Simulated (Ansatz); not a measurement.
`[NH2][Ga]([NH2])[Br]` + H₂O → `[NH2][Ga]([NH2])[OH]` + HBr  (formal hydrolysis of a Ga–Br bond)

Isolated molecules relaxed with PBE0-D4/def2-TZVP in Ansatz; ΔE leaves out vibrations. CBS: MP2 limit from def2 TZ/QZ plus the TZ coupled-cluster correction, frozen cores. This one scheme is used for every species. Functionals use def2-TZVPP. B3LYP here is the variant with VWN-RPA as its local correlation; programs differ in this. HSE06 is defined as in plane-wave codes. For Br, Ga outer-core shells are correlated without core-valence functions, which leaves a few kJ/mol of doubt a bond. Scalar relativity is left out up to krypton. One conformer a species, not always the lowest.

CCSD(T)/CBS gives +19.7 kcal/mol.

(1) Another level gave +18.5 kcal/mol. Which?
A. B3LYP/def2-TZVPP
B. BLYP/def2-TZVPP
C. HSE06-D4/def2-TZVPP
D. r2SCAN-D4/def2-TZVPP

Largest T1 diagnostic among the species: 0.013.

Answers

(1) A. B3LYP 18.5, r2SCAN-D4 19.5, HSE06-D4 21.0, BLYP 17.2 kcal/mol.

From PBE to PBE0 (25 % exact exchange), in def2-TZVPP and without D4, ΔE moves by +1.5 kcal/mol. The D4 term adds +0.9 kcal/mol with B3LYP and +0.5 kcal/mol with PBE0; it sums over pairs of atoms, weighted by their polarisabilities, and B3LYP, whose exchange is more repulsive, gets the larger term. At CCSD(T), def2-SVP lies −2.5 kcal/mol from the extrapolated value and def2-TZVPP −0.9 kcal/mol.
